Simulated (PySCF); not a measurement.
Si(H)(Et)(NH2)(NMe2), C₄H₁₄N₂Si, SMILES CC[SiH](N)N(C)C (GFN2-xTB optimised geometry):

```
21

Si    -1.511     0.006     0.000
N     -2.136    -0.714    -1.433
C     -2.339    -0.934     1.442
C     -1.894    -0.427     2.809
N      0.220     0.006     0.000
C      0.987     0.944     0.777
C      0.987    -1.157    -0.367
H     -1.873     1.427     0.000
H     -1.728    -0.488    -2.323
H     -2.490    -1.654    -1.429
H     -3.422    -0.842     1.367
H     -2.115    -2.001     1.376
H     -0.819    -0.547     2.931
H     -2.389    -0.971     3.613
H     -2.128     0.630     2.920
H      1.868     1.265     0.212
H      1.334     0.506     1.722
H      0.379     1.815     1.002
H      1.328    -1.719     0.513
H      0.382    -1.815    -0.984
H      1.873    -0.857    -0.938
```

Method: B3LYP/def2-SVP run with PySCF.

Question: What are the frontier orbital energies and the dipole moment?

Answer: HOMO-2 -8.09 eV, HOMO-1 -6.79 eV, HOMO -5.69 eV, LUMO 1.25 eV, LUMO+1 1.40 eV; dipole moment 1.37 D.

On the same geometry PBE/def2-SVP run with PySCF gives HOMO-2 -6.94 eV, HOMO-1 -5.58 eV, HOMO -4.58 eV, LUMO 0.73 eV, LUMO+1 0.81 eV; dipole moment 1.37 D.

Meta-Löwdin charges at B3LYP/def2-SVP: Si1 0.96, N2 -0.69, C3 -0.42, C4 -0.27, N5 -0.44, C6 -0.17, C7 -0.17, H8 -0.16, H9 0.21, H10 0.21, H11 0.10, H12 0.09, H13 0.09, H14 0.09, H15 0.09, H16 0.08, H17 0.07, H18 0.10, H19 0.07, H20 0.09, H21 0.08.
